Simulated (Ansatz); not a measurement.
Cl5FW (`[F][W]([Cl])([Cl])([Cl])([Cl])[Cl]`). Charge 0, multiplicity 1. W: def2 effective core potential.

```xyz
7

F    -1.445    1.196    0.139
W    -0.020    0.016    0.002
Cl   -0.573   -0.306   -2.190
Cl    1.305    1.779   -0.593
Cl    0.443    0.414    2.203
Cl   -1.435   -1.672    0.606
Cl    1.726   -1.427   -0.166
```

(1) List the harmonic frequencies (cm⁻¹, unscaled) at PBE0-D4/def2-TZVP in Ansatz. (An estimate is asked.)

(2) Is this a minimum?

(3) Give the ideal-gas thermochemistry at 298.15 K and 1 bar (rigid rotor, harmonic oscillator; point group C4v, symmetry number 4).

## Answers

(1) Ansatz gave: 85, 95, 95, 168, 175, 175, 205, 242, 242, 337, 363, 383, 383, 415, 664.

(2) Yes, all 15 modes are real.

(3) Zero-point energy 24.1 kJ/mol; H(298) − E = 53.5 kJ/mol; entropy 423.8 J/(mol·K), of which translation 182.9, rotation 117.8, vibration 123.0; G(298) − E = -72.9 kJ/mol. Modes under 100 cm⁻¹ are hindered rotations or soft bends, so the harmonic entropy is rough.
